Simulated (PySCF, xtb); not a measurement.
FH₅O₃Si₂, SMILES [SiH3]O[Si](F)(O)O.

GFN2-xTB run with xtb at its own geometry gives an orbital gap of 6.43 eV and a dipole moment of 1.16 D.

Coordinates come from a ωB97X-D3(BJ)/def2-SVP optimisation. One conformer was computed; it need not be the lowest.

Question: What does PBE/def2-TZVP (PySCF) give? (The exact figures need the calculation; the answer reports its results.)

Answer: gap 6.53 eV (levels -7.51 and -0.98 eV), dipole 1.26 D.
